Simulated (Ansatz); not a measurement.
The cluster Rb2F2, relaxed as a triplet with UKS PBE0-D4/def2-TZVP in Ansatz, starting from the PBE0-D4/def2-TZVP geometry of the neutral singlet. Force threshold 0.02 eV/Å.

In the def2 sets Rb takes a core potential; there is no spin–orbit coupling. The relaxation made no stability test and no search for a lower SCF solution. At PBE0-D4/def2-TZVP a singlet of charge 0 lies 5.62 eV below the triplet, each at its own geometry. The structure comes from a short search, and lower isomers may exist.

Start:

Cartesian coordinates in Å:
```
Rb 1.843 0.429 0.134
Rb -1.843 -0.430 -0.134
F 0.124 -0.959 1.365
F -0.125 0.960 -1.364
```

```csv
step,energy (eV),largest force component (eV/Å),SCF passes
1,-6740.8136,0.723,16
2,-6740.9756,0.052,21
3,-6740.9786,0.010,23
4,-6740.9787,0.012,24
5,-6740.9792,0.006,24
6,-6740.9796,0.007,17
7,-6740.9826,0.015,22
```

Force components are those of the run's own axes.

End:

```tsv
atom	x (Å)	y (Å)	z (Å)
Rb1	2.076	0.390	0.085
Rb2	-2.025	-0.566	-0.213
F3	0.101	-0.882	1.444
F4	-0.151	1.058	-1.315
```

By distances, no bond broke or formed. The bond that changes most is Rb2–F3, from 2.53 to 2.71 Å (atoms count from 1).

The force fell under the threshold at step 3, but the optimiser went on and released 0.004 eV more. No frequencies were taken in this run, so the end may be a saddle point.

It took 10 s on 4 threads of Arm Neoverse V2 on a shared host.
